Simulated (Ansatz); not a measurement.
Born–Oppenheimer molecular dynamics of Cl$_{3}$H$_{5}$OSiTi (11 atoms, charge 0, multiplicity 1). It starts at the highest image of a converged band. Of that band: Neighbouring images differ by up to 1.3 eV, so the band resolves the path poorly. A vibrational analysis at the climbing image gives one clearly imaginary mode, 1139i cm⁻¹: a first-order saddle point.

All numbers below come from RKS PBE/def2-SVP (Ansatz 0.2.0).

```
ensemble                      : NVE (velocity Verlet)
time step                     : 0.5 fs
steps asked                   : 200
starting velocities drawn for : 100 K
seed                          : 10141
```

Frames 2.5 fs apart, positions in Å, forces in eV/Å.

Velocities at 65 fs (Å/ps):

```
Ti 1.46 -2.21 0.69
O -5.98 2.77 0.12
H 13.94 3.93 -13.10
Cl 0.43 -1.37 -0.06
Cl 2.44 -1.83 4.80
Cl -0.70 -1.56 -5.25
Si -3.04 7.12 0.88
H 11.87 8.94 -2.81
H -11.12 10.22 -4.13
H 8.15 -4.01 4.36
H 11.53 10.86 -25.49
```

```xyz
11
Properties=species:S:1:pos:R:3:forces:R:3 time_fs=65 energy_less_start_eV=-0.242 T=309
Ti 0.169 -0.226 0.014 -0.32 0.63 -0.74
O -0.094 0.252 2.335 -0.59 0.55 -1.18
H -0.414 1.191 2.341 -0.21 -0.52 -0.22
Cl 1.945 0.866 -0.754 -0.52 -0.40 0.33
Cl -1.647 1.220 0.106 0.41 -0.39 0.16
Cl -0.477 -1.737 -1.509 0.18 0.52 0.37
Si 1.384 -2.284 0.970 0.37 1.01 0.93
H 0.364 -3.189 1.518 -0.39 -0.57 0.29
H 2.361 -2.999 0.140 0.25 -0.36 -0.60
H 2.259 -1.791 2.132 -0.22 -0.12 0.02
H 0.643 0.271 2.944 1.05 -0.35 0.63
11
Properties=species:S:1:pos:R:3:forces:R:3 time_fs=67.5 energy_less_start_eV=-0.259 T=323
Ti 0.172 -0.231 0.015 -0.49 0.69 -0.89
O -0.109 0.260 2.334 0.88 -0.29 -0.36
H -0.388 1.192 2.302 -0.48 0.29 -0.17
Cl 1.946 0.862 -0.753 -0.51 -0.40 0.35
Cl -1.641 1.215 0.118 0.38 -0.37 0.10
Cl -0.478 -1.740 -1.522 0.22 0.59 0.48
Si 1.377 -2.265 0.973 0.70 0.78 0.88
H 0.380 -3.186 1.521 -0.49 -0.62 0.33
H 2.341 -2.984 0.111 0.14 -0.23 -0.47
H 2.272 -1.805 2.143 -0.27 -0.10 -0.08
H 0.699 0.287 2.895 -0.09 -0.34 -0.17
11
Properties=species:S:1:pos:R:3:forces:R:3 time_fs=70 energy_less_start_eV=-0.275 T=336
Ti 0.175 -0.235 0.015 -0.66 0.71 -1.02
O -0.122 0.266 2.330 1.76 -0.30 0.01
H -0.389 1.205 2.253 -0.29 0.10 -0.04
Cl 1.946 0.858 -0.753 -0.48 -0.37 0.35
Cl -1.634 1.210 0.131 0.33 -0.32 0.05
Cl -0.479 -1.743 -1.534 0.25 0.65 0.58
Si 1.372 -2.244 0.978 0.59 -0.27 0.70
H 0.368 -3.217 1.542 -0.01 -0.11 0.03
H 2.327 -2.981 0.057 -0.24 0.12 -0.02
H 2.270 -1.824 2.149 -0.17 -0.04 -0.03
H 0.750 0.284 2.839 -1.09 -0.16 -0.61
11
Properties=species:S:1:pos:R:3:forces:R:3 time_fs=72.5 energy_less_start_eV=-0.257 T=321
Ti 0.177 -0.238 0.014 -0.83 0.70 -1.12
O -0.129 0.272 2.327 0.26 0.18 -0.93
H -0.406 1.222 2.202 0.05 -0.61 0.14
Cl 1.944 0.853 -0.751 -0.44 -0.34 0.34
Cl -1.626 1.204 0.143 0.26 -0.25 -0.02
Cl -0.480 -1.744 -1.545 0.27 0.70 0.65
Si 1.367 -2.224 0.985 0.27 -1.22 0.52
H 0.356 -3.254 1.564 0.41 0.40 -0.26
H 2.301 -2.973 0.001 -0.44 0.35 0.33
H 2.258 -1.846 2.154 0.02 0.04 0.10
H 0.749 0.272 2.753 0.15 0.06 0.23
11
Properties=species:S:1:pos:R:3:forces:R:3 time_fs=75 energy_less_start_eV=-0.219 T=289
Ti 0.178 -0.241 0.012 -0.96 0.66 -1.19
O -0.134 0.278 2.320 -0.42 -0.46 -1.24
H -0.422 1.208 2.159 0.04 -0.13 0.17
Cl 1.943 0.847 -0.750 -0.38 -0.30 0.33
Cl -1.618 1.197 0.155 0.17 -0.17 -0.09
Cl -0.480 -1.744 -1.555 0.28 0.73 0.71
Si 1.363 -2.207 0.992 0.03 -1.53 0.48
H 0.367 -3.269 1.572 0.46 0.55 -0.33
H 2.249 -2.944 -0.037 -0.31 0.34 0.38
H 2.247 -1.866 2.165 0.16 0.10 0.17
H 0.755 0.263 2.679 0.92 0.21 0.62
11
Properties=species:S:1:pos:R:3:forces:R:3 time_fs=77.5 energy_less_start_eV=-0.226 T=294
Ti 0.177 -0.242 0.007 -1.04 0.62 -1.19
O -0.140 0.282 2.309 1.48 -1.37 -0.43
H -0.436 1.188 2.125 -0.10 0.65 0.08
Cl 1.940 0.841 -0.747 -0.31 -0.25 0.30
Cl -1.610 1.190 0.168 0.06 -0.09 -0.17
Cl -0.480 -1.743 -1.563 0.28 0.73 0.73
Si 1.360 -2.193 1.001 0.02 -1.14 0.69
H 0.403 -3.254 1.562 0.12 0.28 -0.16
H 2.181 -2.896 -0.054 0.09 0.11 0.08
H 2.245 -1.880 2.185 0.17 0.11 0.07
H 0.801 0.267 2.636 -0.78 0.33 0.01
11
Properties=species:S:1:pos:R:3:forces:R:3 time_fs=80 energy_less_start_eV=-0.206 T=278
Ti 0.176 -0.243 0.002 -1.05 0.55 -1.14
O -0.141 0.282 2.296 1.36 -0.58 -0.50
H -0.454 1.199 2.098 0.12 -0.11 0.22
Cl 1.937 0.835 -0.744 -0.23 -0.18 0.26
Cl -1.601 1.184 0.179 -0.09 0.03 -0.26
Cl -0.480 -1.741 -1.571 0.26 0.71 0.73
Si 1.356 -2.181 1.011 0.31 -0.34 0.96
H 0.445 -3.223 1.543 -0.44 -0.30 0.15
H 2.118 -2.842 -0.067 0.50 -0.16 -0.31
H 2.254 -1.887 2.208 0.08 0.09 -0.15
H 0.810 0.289 2.598 -0.83 0.29 0.04
11
Properties=species:S:1:pos:R:3:forces:R:3 time_fs=82.5 energy_less_start_eV=-0.187 T=262
Ti 0.173 -0.243 -0.005 -1.01 0.43 -1.06
O -0.138 0.279 2.280 -0.30 0.03 -1.00
H -0.465 1.205 2.083 0.15 -0.63 0.27
Cl 1.934 0.828 -0.741 -0.14 -0.11 0.22
Cl -1.593 1.177 0.191 -0.24 0.15 -0.35
Cl -0.479 -1.738 -1.577 0.23 0.67 0.70
Si 1.353 -2.170 1.024 0.62 -0.02 0.89
H 0.462 -3.209 1.532 -0.70 -0.60 0.31
H 2.082 -2.796 -0.096 0.55 -0.18 -0.30
H 2.267 -1.889 2.224 0.00 0.06 -0.29
H 0.780 0.329 2.564 0.84 0.20 0.59
11
Properties=species:S:1:pos:R:3:forces:R:3 time_fs=85 energy_less_start_eV=-0.246 T=312
Ti 0.169 -0.243 -0.013 -0.94 0.30 -0.93
O -0.134 0.276 2.262 0.73 -0.55 -0.47
H -0.470 1.180 2.083 -0.28 0.17 0.08
Cl 1.930 0.821 -0.737 -0.04 -0.04 0.18
Cl -1.585 1.170 0.202 -0.39 0.25 -0.44
Cl -0.477 -1.733 -1.582 0.18 0.62 0.65
Si 1.352 -2.159 1.038 0.50 -0.60 0.50
H 0.441 -3.227 1.538 -0.31 -0.21 0.12
H 2.079 -2.760 -0.141 0.28 0.01 0.19
H 2.280 -1.887 2.222 0.00 0.05 -0.25
H 0.787 0.381 2.562 0.27 0.00 0.39
11
Properties=species:S:1:pos:R:3:forces:R:3 time_fs=87.5 energy_less_start_eV=-0.242 T=308
Ti 0.163 -0.242 -0.023 -0.81 0.15 -0.75
O -0.128 0.271 2.242 2.21 -0.50 0.23
H -0.490 1.163 2.088 -0.47 0.44 -0.01
Cl 1.927 0.813 -0.733 0.05 0.04 0.12
Cl -1.578 1.164 0.212 -0.56 0.36 -0.51
Cl -0.475 -1.727 -1.586 0.13 0.56 0.57
Si 1.351 -2.150 1.053 0.12 -1.27 0.06
H 0.402 -3.257 1.550 0.26 0.36 -0.14
H 2.091 -2.723 -0.175 0.00 0.14 0.62
H 2.294 -1.882 2.206 0.09 0.05 -0.05
H 0.806 0.431 2.582 -1.03 -0.32 -0.14
11
Properties=species:S:1:pos:R:3:forces:R:3 time_fs=90 energy_less_start_eV=-0.263 T=326
Ti 0.157 -0.241 -0.033 -0.62 0.02 -0.51
O -0.115 0.265 2.222 0.93 0.47 -0.05
H -0.535 1.164 2.094 -0.04 -0.62 0.09
Cl 1.923 0.806 -0.729 0.14 0.11 0.07
Cl -1.571 1.158 0.221 -0.75 0.49 -0.56
Cl -0.473 -1.720 -1.589 0.07 0.46 0.47
Si 1.351 -2.143 1.068 -0.15 -1.41 -0.19
H 0.376 -3.268 1.555 0.52 0.58 -0.22
H 2.105 -2.679 -0.174 -0.08 0.08 0.66
H 2.313 -1.874 2.188 0.15 0.07 0.15
H 0.775 0.465 2.597 -0.18 -0.26 0.09
11
Properties=species:S:1:pos:R:3:forces:R:3 time_fs=92.5 energy_less_start_eV=-0.302 T=359
Ti 0.150 -0.240 -0.044 -0.40 -0.08 -0.26
O -0.098 0.260 2.202 -0.42 0.30 -0.46
H -0.583 1.134 2.104 0.11 -0.73 0.06
Cl 1.920 0.799 -0.724 0.22 0.17 0.02
Cl -1.567 1.153 0.229 -0.93 0.61 -0.60
Cl -0.471 -1.713 -1.591 0.02 0.34 0.35
Si 1.350 -2.139 1.083 -0.11 -0.92 -0.09
H 0.380 -3.246 1.548 0.38 0.35 -0.10
H 2.116 -2.630 -0.135 0.06 -0.12 0.30
H 2.341 -1.861 2.177 0.05 0.07 0.20
H 0.736 0.485 2.619 0.99 0.01 0.57
```

Of the whole run (100 fs, mean temperature of the second half 327 K): The conserved energy stayed within 0.053 meV per atom of its start (net change 0.0018 meV per atom), so the integration is sound. The kinetic energy rose, since the run started high on the potential surface and went downhill. A run of 0.1 ps of so small a system gives no equilibrium averages. The orbitals stay closed-shell, which can raise the energy where a bond breaks towards radicals; this wasn't checked here.

Time of the run: 2.9 min on 4 threads of AMD EPYC 9R45 96-Core Processor (Zen 5), with other jobs on the host, peak memory 0.28 GiB.
